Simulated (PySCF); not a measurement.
Pb(I)(SH) (HIPbS), SMILES [SH][Pb][I] (connectivity only; charge and spin as stated), neutral, multiplicity 1.

The structure is a stationary point at r2SCAN-D4/def2-SVP. The def2 effective core potentials stand for the cores of I, Pb; spin–orbit coupling is left out. Other conformers were not sampled.

Level of theory: r2SCAN-D4/def2-SVP in PySCF.

Frequencies are harmonic and unscaled.

Computed harmonic wavenumbers and intensities:
| mode | ν (cm⁻¹) | IR (km/mol) | Raman (Å⁴/amu) | depolarisation | moving atoms (share of kinetic energy) |
|---|---|---|---|---|---|
| 1 | 73 | 1.0 | 5.0 | 0.71 | S 67 %, I 18 %, Pb 12 % |
| 2 | 165 | 19.9 | 8.1 | 0.30 | I 61 %, Pb 39 % |
| 3 | 299 | 18.7 | 10.5 | 0.75 | H 97 % |
| 4 | 306 | 31.0 | 24.9 | 0.27 | S 82 %, Pb 14 % |
| 5 | 612 | 7.6 | 12.3 | 0.60 | H 94 % |
| 6 | 2671 | 1.2 | 188.8 | 0.31 | H 97 % |
